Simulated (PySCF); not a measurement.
C₅H₃NS.
Numbering: `[CH:1]#[C:2][c:3]1[n:4][cH:5][cH:6][s:7]1` (hydrogens: H8 on C1; H9 on C5; H10 on C6)

Method: BHandHLYP/def2-SVP geometry optimisation, gas phase (PySCF 2.14.0); density fitting, grid level 1; the optimiser is geomeTRIC in internal coordinates, started from a GFN2-xTB structure.

Step 0: E = -17543.9086 eV
```
atom  x, y, z in Å  |  force x, y, z in eV/Å
C1      2.7695   -1.1445   -0.5655   -0.833   0.311   0.204
C2      1.6748   -0.7116   -0.3225    1.033  -0.421  -0.217
C3      0.4071   -0.1759   -0.0762   -0.799   0.799  -0.310
N4     -0.4159   -0.5677    0.8351    0.356  -0.372   0.153
C5     -1.5588    0.1426    0.8258   -0.071   0.354  -0.318
C6     -1.6330    1.1189   -0.1201    0.224  -0.069  -0.069
S7     -0.1972    1.1635   -1.0603   -0.020  -0.545   0.564
H8      3.7221   -1.5390   -0.7587    0.733  -0.288  -0.164
H9     -2.3235   -0.0941    1.5431   -0.290   0.017   0.164
H10    -2.4340    1.8025   -0.3157   -0.334   0.213  -0.007
```

Step 1: E = -17543.9305 eV
```
atom  x, y, z in Å  |  force x, y, z in eV/Å
C1      2.7814   -1.1606   -0.5617    0.222  -0.078  -0.111
C2      1.6911   -0.7111   -0.3446   -0.231   0.110   0.077
C3      0.3983   -0.1622   -0.0961    0.304  -0.041   0.390
N4     -0.4073   -0.5687    0.8352   -0.134  -0.060  -0.209
C5     -1.5647    0.1413    0.8183    0.050   0.048   0.167
C6     -1.6469    1.1200   -0.1216    0.035   0.076   0.027
S7     -0.1825    1.1877   -1.0068   -0.207  -0.039  -0.335
H8      3.7508   -1.5655   -0.7634   -0.093   0.033   0.042
H9     -2.3311   -0.0655    1.5567   -0.021  -0.099  -0.109
H10    -2.4780    1.7793   -0.3311    0.075   0.049   0.062
```

Step 2: E = -17543.9454 eV
```
atom  x, y, z in Å  |  force x, y, z in eV/Å
C1      2.7847   -1.1551   -0.5627   -0.005   0.017  -0.046
C2      1.6927   -0.7096   -0.3383   -0.039  -0.017   0.058
C3      0.4008   -0.1661   -0.0865    0.043  -0.032   0.126
N4     -0.4157   -0.5748    0.8335    0.021  -0.012  -0.078
C5     -1.5676    0.1424    0.8203    0.091   0.081   0.078
C6     -1.6405    1.1259   -0.1163   -0.031  -0.031  -0.051
S7     -0.1941    1.1622   -1.0309   -0.077   0.009  -0.083
H8      3.7527   -1.5563   -0.7657   -0.002  -0.001   0.017
H9     -2.3384   -0.0700    1.5510   -0.029  -0.061  -0.059
H10    -2.4634    1.7959   -0.3195    0.028   0.047   0.039
```

Question: Estimate the geometry and energy of step 3. (The exact step hangs on the optimiser's Hessian estimate; all steps are aligned on step 2, rigid shifts and turns removed.)

Answer: E = -17543.9480 eV, largest force 0.125 eV/Å
```
atom  x, y, z in Å  |  force x, y, z in eV/Å
C1      2.7836   -1.1546   -0.5624   -0.019   0.018  -0.022
C2      1.6918   -0.7105   -0.3339    0.029  -0.012   0.001
C3      0.4022   -0.1652   -0.0836    0.023   0.004  -0.034
N4     -0.4118   -0.5732    0.8363   -0.025   0.065  -0.028
C5     -1.5606    0.1478    0.8228   -0.103   0.000   0.070
C6     -1.6424    1.1277   -0.1172    0.052  -0.087  -0.004
S7     -0.2041    1.1523   -1.0437    0.040   0.008  -0.012
H8      3.7519   -1.5552   -0.7633    0.011  -0.006   0.007
H9     -2.3391   -0.0812    1.5397   -0.014   0.002   0.004
H10    -2.4604    1.8068   -0.3096    0.007   0.009   0.017
```

The energy changes by -0.0026 eV. The first-order estimate −F·Δx gives -0.0060 eV and the mean of the old and new forces, exact on a quadratic surface, -0.0025 eV. The step makes an angle of 49° with the force vector and moves no atom by more than 0.019 Å.

The cost below is that of the whole optimisation. On one thread, AMD EPYC 7R43 (x86_64), shared host with 256 logical CPUs at a one-minute load of 159, this took 38 s and 0.52 GiB of memory at its peak.
